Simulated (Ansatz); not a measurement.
Reaction (hydrogenolysis of the Se–C bond): `CNC[SeH]` + H₂ → H₂Se + dimethylamine

Isolated molecules relaxed with PBE0-D4/def2-TZVP in Ansatz; ΔE leaves out vibrations. CBS: MP2 limit from def2 TZ/QZ plus the TZ coupled-cluster correction, frozen cores. This one scheme is used for every species. For Se outer-core shells are correlated without core-valence functions, which leaves a few kJ/mol of doubt a bond. Scalar relativity is left out up to krypton. One conformer a species, not always the lowest.

```
   species  SCS-MP2/def2-QZVPP energy (Eh)
`CNC[SeH]`                     -2535.32246
        H₂                        -1.17321
      H₂Se                     -2401.59263
     `CNC`                      -134.92601
```

(1) Work out ΔE.

Largest T1 diagnostic among the species: 0.009.

Results:

(1) ΔE = (-2401.59263) + (-134.92601) − (-2535.32246) − (-1.17321) = -0.02297 Eh = -0.63 eV. CCSD(T)/CBS gives -0.64 eV.

The D4 term adds +0.10 eV with B3LYP and +0.06 eV with PBE0; it sums over pairs of atoms, weighted by their polarisabilities, and B3LYP, whose exchange is more repulsive, gets the larger term. From PBE to PBE0 (25 % exact exchange), in def2-TZVPP and without D4, ΔE moves by −0.06 eV. In def2-TZVPP, CCSD(T) changes the Hartree–Fock value by +0.26 eV (the triples alone add +0.06 eV) and MP2 by +0.34 eV.

B3LYP here is the variant with VWN-RPA as its local correlation; programs differ in this.
